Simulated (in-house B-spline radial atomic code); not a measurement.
Mg⁸⁺. Computed with a B-spline radial atomic code. Model: all-electron spherical atom, spin shells full or empty, radial basis limit, no spin-orbit coupling, Breit or QED, empty-state partial waves extrapolated as (l+1/2)^-4, RPA, G0W0 and static COHSEX of the highest shell as one setting changes (uncorrelated shells keep exact exchange).

Empty levels are discrete states of a finite basis, so the steps are uneven.

Given: element Mg; charge 8; filled core He; hamiltonian non-relativistic; mean-field start r2SCAN; highest l of empty states 9; lowest nl shells left uncorrelated 0; highest mean-field shell 2s; box radius 7.7 bohr.

Shell: 2s 1 1 (electrons up and down).

```json
{"highest empty level kept (hartree)": "27", "RPA correlation energy (hartree)": "-0.24532", "G0W0 level (eV)": "-327.28", "G0W0 minus most complete (meV)": "252.7", "COHSEX level (eV)": "-332.35", "linearised minus solved G0W0 (meV)": "237.9"}
{"highest empty level kept (hartree)": "54", "RPA correlation energy (hartree)": "-0.26093", "G0W0 level (eV)": "-327.36", "G0W0 minus most complete (meV)": "171", "COHSEX level (eV)": "-332.88", "linearised minus solved G0W0 (meV)": "239.4"}
{"highest empty level kept (hartree)": "94.5", "RPA correlation energy (hartree)": "-0.27374", "G0W0 level (eV)": "-327.41", "G0W0 minus most complete (meV)": "125.7", "COHSEX level (eV)": "-333.1", "linearised minus solved G0W0 (meV)": "240.4"}
{"highest empty level kept (hartree)": "162", "RPA correlation energy (hartree)": "?", "G0W0 level (eV)": "?", "G0W0 minus most complete (meV)": "?", "COHSEX level (eV)": "?", "linearised minus solved G0W0 (meV)": "?"}
{"highest empty level kept (hartree)": "270", "RPA correlation energy (hartree)": "-0.30671", "G0W0 level (eV)": "-327.47", "G0W0 minus most complete (meV)": "60.3", "COHSEX level (eV)": "-333.33", "linearised minus solved G0W0 (meV)": "242"}
{"highest empty level kept (hartree)": "486", "RPA correlation energy (hartree)": "?", "G0W0 level (eV)": "?", "G0W0 minus most complete (meV)": "?", "COHSEX level (eV)": "?", "linearised minus solved G0W0 (meV)": "?"}
{"highest empty level kept (hartree)": "810", "RPA correlation energy (hartree)": "-0.3286", "G0W0 level (eV)": "-327.52", "G0W0 minus most complete (meV)": "16.6", "COHSEX level (eV)": "-333.46", "linearised minus solved G0W0 (meV)": "243.1"}
{"highest empty level kept (hartree)": "1620", "RPA correlation energy (hartree)": "-0.33373", "G0W0 level (eV)": "-327.53", "G0W0 minus most complete (meV)": "5.5", "COHSEX level (eV)": "-333.49", "linearised minus solved G0W0 (meV)": "243.3"}
{"highest empty level kept (hartree)": "3240", "RPA correlation energy (hartree)": "-0.33553", "G0W0 level (eV)": "-327.53", "G0W0 minus most complete (meV)": "1.8", "COHSEX level (eV)": "-333.5", "linearised minus solved G0W0 (meV)": "243.4"}
{"highest empty level kept (hartree)": "6750", "RPA correlation energy (hartree)": "-0.33613", "G0W0 level (eV)": "-327.53", "G0W0 minus most complete (meV)": "0.5", "COHSEX level (eV)": "-333.5", "linearised minus solved G0W0 (meV)": "243.4"}
{"highest empty level kept (hartree)": "16200", "RPA correlation energy (hartree)": "-0.33628", "G0W0 level (eV)": "-327.53", "G0W0 minus most complete (meV)": "0.1", "COHSEX level (eV)": "-333.5", "linearised minus solved G0W0 (meV)": "243.5"}
{"highest empty level kept (hartree)": "54000", "RPA correlation energy (hartree)": "-0.3363", "G0W0 level (eV)": "-327.53", "G0W0 minus most complete (meV)": "0", "COHSEX level (eV)": "-333.5", "linearised minus solved G0W0 (meV)": "243.5"}
```

Question: What follows for highest empty level kept = 486?

Answer: RPA correlation energy -0.32466 hartree; G0W0 level -327.51 eV; G0W0 minus most complete 24.1 meV; COHSEX level -333.44 eV; linearised minus solved G0W0 242.9 meV.

Question: What follows for highest empty level kept = 162?

Answer: RPA correlation energy -0.29004 hartree; G0W0 level -327.44 eV; G0W0 minus most complete 91.5 meV; COHSEX level -333.24 eV; linearised minus solved G0W0 241.2 meV.
